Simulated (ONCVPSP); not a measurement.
What one change does to a pseudopotential (chromium, ONCV)

- Element: chromium (Cr)
- Generator: ONCVPSP 4.0.1
- Type: optimised norm-conserving Vanderbilt (ONCV)
- Functional: PW91
- Relativity: fully relativistic
- Frozen core: [Ne]
- Valence charge: 14
- Reference configuration: 3s2 3p6 3d5 4s0.5 (charge +0.5)
- Partial waves: 3s+4s: rc 1.30 bohr, ncon 4, nbas 7, qcut 11.5 1/bohr, 2 projectors; 3p: rc 1.15 bohr, ncon 4, nbas 7, qcut 14.2 1/bohr, 2 projectors, debl 3.6 Ha; 3d: rc 2.15 bohr, ncon 4, nbas 8, qcut 7.9 1/bohr, 1 projector
- Local potential: polynomial inside 1.00 bohr (lpopt 4, dvloc0 0 Ha)
- Core correction: none

Open shells are filled in proportion to 2j + 1.

All-electron outer shells of the reference configuration (PW91, scalar-relativistic, ld1.x):

```json
{"shell": "2p", "level (eV)": "-564.21", "outermost node (bohr)": "–", "outermost maximum (bohr)": "0.20"}
{"shell": "3s", "level (eV)": "-77.28", "outermost node (bohr)": "0.36", "outermost maximum (bohr)": "0.78"}
{"shell": "3p", "level (eV)": "-48.79", "outermost node (bohr)": "0.33", "outermost maximum (bohr)": "0.80"}
{"shell": "4s", "level (eV)": "-6.90", "outermost node (bohr)": "1.12", "outermost maximum (bohr)": "2.64"}
{"shell": "3d", "level (eV)": "-6.27", "outermost node (bohr)": "–", "outermost maximum (bohr)": "0.84"}
```

Change: d: nproj 2.

Cutoffs: the cutoffs (Ha) at which the residual kinetic energy of the hardest occupied pseudo-wave falls to 1 and 0.1 mHa per electron; they do not see the model core or the augmentation charge, which bear on the density cutoff. Errors are all-electron minus pseudo energies relative to the spin-unpolarised reference configuration.

Task: What does the change do?

Result: The potential gets neither clearly harder nor softer (46 Ha and 61 Ha → 46 Ha and 61 Ha); of the 4 tests that both files solve, the error grows in 1 and shrinks in 0 by more than 15 % and 0.3 meV (median size 2.2 → 2.2 meV); the range in which the d5/2 phases agree widens (upper end 0.4 → 4.9); the range in which the d3/2 phases agree widens (upper end 0.4 → 4.9); neither file shows a bound ghost.

| quantity | base | changed |
| --- | --- | --- |
| cutoff, loose | 46 Ha | 46 Ha |
| cutoff, tight | 61 Ha | 61 Ha |
| bound ghosts | none | none |
| GHOST(+) flags under 300 eV | none | none |
| error for 3s2 3p6 3d5 4s1, meV [ΔE -2.73 eV] | +1.7 | +1.7 |
| error for 3s2 3p6 3d5 4s0, meV [ΔE 4.21 eV] | +2.7 | +2.8 |
| error for 3s2 3p6 3d4 4s0, meV [ΔE 20.33 eV] | +3.9 | +35 |
| error for 3s2 3p6 3d5 4s0 4p1, meV [ΔE 0.41 eV] | -0.2 | -0.1 |
| s: phases at 1.32 bohr within 0.05 rad from the reference energy up to (Ha; the scan ends near 5) | to the end of the scan | to the end of the scan |
| p3/2: phases at 1.17 bohr within 0.05 rad from the reference energy up to (Ha; the scan ends near 5) | to the end of the scan | to the end of the scan |
| p1/2: phases at 1.17 bohr within 0.05 rad from the reference energy up to (Ha; the scan ends near 5) | to the end of the scan | to the end of the scan |
| d5/2: phases at 2.18 bohr within 0.05 rad from the reference energy up to (Ha; the scan ends near 5) | 0.4 | 4.9 |
| d3/2: phases at 2.18 bohr within 0.05 rad from the reference energy up to (Ha; the scan ends near 5) | 0.4 | 4.9 |

Base: These tests converged, but a pseudo level misses the all-electron one widely, so the file describes the atom poorly there or has found another state: 3s2 3p6 3d5 4s0 4p1: empty 4s by 5.0 eV. Changed file: These tests converged, but a pseudo level misses the all-electron one widely, so the file describes the atom poorly there or has found another state: 3s2 3p6 3d5 4s0 4p1: empty 4s by 5.0 eV.
